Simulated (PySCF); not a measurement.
**Calculated NMR parameters of OB(O)c1ccc(S)cc1**

* Formula: C6H7BO2S
* SMILES: OB(O)c1ccc(S)cc1
* Point group of the computed structure: C1
* Carbon signals: 4
* Proton signals: 4

Atoms are numbered as in `[OH:1][B:2]([OH:3])[c:4]1[cH:5][cH:6][c:7]([SH:8])[cH:9][cH:10]1`. Each H is labelled by its parent atom.

- σ from GIAO-B97-2/pcSseg-1
- PBE0-D3(BJ)/def2-SVP structure
- code: PySCF 2.14.0 with density-fitted response routines
- rapidly exchanging positions averaged, no solvent model, one conformer, no relativistic terms

References, each an isolated molecule treated in the same way: 1H (31.38 ppm) and 13C (183.69 ppm) against TMS; 11B (101.82 ppm) vs BF3·OEt2; H2O for 17O (331.62 ppm); 33S (499.83 ppm) against CS2.

| carbon | δC, type | δH (multiplicity) | HMBC from (2–3 bonds) | span of the C tensor (ppm) |
| --- | --- | --- | --- | --- |
| C4 | 126.3, C | – | H(C5)/H(C10), H(C6)/H(C9) | 224 |
| C5/C10 | 136.5, CH | 7.53 (d) | H(C5)/H(C10), H(C6)/H(C9) | 235 |
| C6/C9 | 127.3, CH | 7.06 (d) | H(C5)/H(C10), H(C6)/H(C9) | 201 |
| C7 | 143.7, C | – | H(C5)/H(C10), H(C6)/H(C9) | 203 |

Other nuclei:
| atoms | nucleus | environment | δ (ppm) | σ (ppm) |
| --- | --- | --- | --- | --- |
| H(O1)/H(O3) | 1H | hydrogen on an oxygen bonded to B | 4.02 | 27.35 |
| H(S8) | 1H | hydrogen on a thiol sulfur | 3.56 | 27.81 |
| B2 | 11B | boron bonded to C, 2 O | 26.2 | 75.6 |
| O1/O3 | 17O | oxygen bonded to B, H | 103.1 | 228.6 |
| S8 | 33S | thiol sulfur | 7 | 492.5 |

- δC 143.7: aromatic carbon bearing sulfur.
- δC 136.5, 127.3: aromatic CH; the aromatic region.
- δC 126.3: substituted aromatic carbon.
- δH 7.53, 7.06: hydrogen on an aromatic CH; it sits in the deshielding region of the aromatic ring current.
- δH 4.02: hydrogen on an oxygen bonded to B; labile proton, position sensitive to the medium.

OH and NH positions are those of a molecule without intermolecular hydrogen bonds; in solution they move with solvent, concentration and temperature, and exchange usually removes their couplings. A carbon bonded to boron is broadened by the quadrupolar boron nucleus and is often missing from a measured spectrum. Shifts are as computed. Against solution values, carbons near 30 ppm lie about +1 ppm off and those near 130 ppm about +2 ppm. Of 1211 compounds with measured shifts, 218 miss one by over three times the rms of a fit or turn the order of signals round; such compounds aren't used in these exercises. Experimental scales use liquid or dissolved standards, which lie at an offset from isolated H2O (liquid H2O: subtract about 36 ppm). Multiplicities follow the n + 1 count of equivalent neighbours, as no J values were calculated; m marks all less simple cases, F and P coupling included.
